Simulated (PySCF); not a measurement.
A PySCF script (with the pyscf-properties extension) for the NMR shieldings of SMILES F[C@]1(C#C)C[SiH2]O[SiH2]1, C$_{4}$H$_{7}$FOSi$_{2}$, on a GFN2-xTB geometry:

```python
import basis_set_exchange as bse
import numpy as np
from pyscf import gto, dft
from pyscf.prop import nmr

atoms = """
C     2.707205    1.160748    1.052401
C     1.797129    0.563520    0.551898
C     0.705537   -0.156699   -0.052884
F     1.217715   -1.346982   -0.618724
C    -0.354880   -0.561401    0.981996
Si   -1.978984   -0.883491    0.029810
O    -1.678037    0.091359   -1.265909
Si   -0.202122    0.734321   -1.522035
H     3.498083    1.693469    1.489635
H    -0.479537    0.269256    1.679345
H     0.014091   -1.410445    1.558209
H    -3.157063   -0.319652    0.674034
H    -2.113384   -2.246432   -0.467158
H    -0.285603    2.174903   -1.321403
H     0.305437    0.245516   -2.791127
"""
names = dict.fromkeys(["C", "F", "Si", "O", "H"], "pcSseg-1")
basis = {el: gto.basis.parse(bse.get_basis(n, elements=[el], fmt="nwchem")) for el, n in names.items()}
mol = gto.M(atom=atoms, basis=basis, charge=0, verbose=0)
mf = dft.RKS(mol, xc="PBE0")
mf.grids.level = 2
mf.grids.alignment = dft.numint.BLKSIZE   # the property module wants whole blocks of grid points
mf.conv_tol = 1e-9
mf.kernel()

calc = nmr.RKS(mf)   # GIAO
C = mf.mo_coeff
Co = C[:, mf.mo_occ > 0]
resp = mf.gen_response(singlet=True, hermi=2)
def vind(x):   # induced exchange potential for any number of trial vectors
    d = np.einsum("pi,xij,qj->xpq", C, 2 * x.reshape(-1, C.shape[1], Co.shape[1]), Co, optimize=True)
    return np.einsum("xpq,pi,qj->xij", resp(d - d.transpose(0, 2, 1)), C, Co, optimize=True).ravel()
mo1, _ = nmr.rhf.solve_mo1(calc, with_cphf=vind)
sigma = calc.kernel(mo1)
for i, s in enumerate(sigma):   # ppm
    print("%2d %-2s %9.2f" % (i, mol.atom_pure_symbol(i), np.trace(s) / 3))
```

Question: Give the expected output.

Answer: 
```
 0 C      99.07
 1 C      99.84
 2 C      96.54
 3 F     364.24
 4 C     155.62
 5 Si    349.01
 6 O     298.96
 7 Si    350.10
 8 H      29.14
 9 H      30.19
10 H      29.75
11 H      26.40
12 H      26.42
13 H      26.66
14 H      26.54
```

These numbers come from an equivalent density-fitted implementation of the same equations, which agrees with the script to about 0.01 ppm for H and up to a few tenths of a ppm for heavy atoms, so last digits may differ.

Question: Turn these shieldings into chemical shifts. Scale: TMS for ¹³C (σ = 186.93 ppm), ²⁹Si (σ = 349.16 ppm), ¹H (σ = 31.72 ppm); CFCl3 for ¹⁹F (σ = 170.95 ppm); ¹⁷O (σ = 336.08 ppm) vs H2O (reference shieldings calculated alike).

Answer: Averaging equivalent atoms: C 2: 90.4; C 0: 87.9; C 1: 87.1; C 4: 31.3; F 3: -193.3; Si 5: 0.1; Si 7: -0.9; O 6: 37.1; H 11: 5.32; H 12: 5.29; H 14: 5.18; H 13: 5.05; H 8: 2.57; H 10: 1.97; H 9: 1.52 ppm. Unscaled 19F shifts against computed CFCl3 carry errors that often reach 10 to 50 ppm. Experimental scales use liquid or dissolved standards, which lie at an offset from isolated H2O (liquid H2O: subtract about 36 ppm).

Size and cost of the density-fitted run: 185 basis functions, 22 s wall time on 1 thread of an Arm Neoverse V2, shared host.
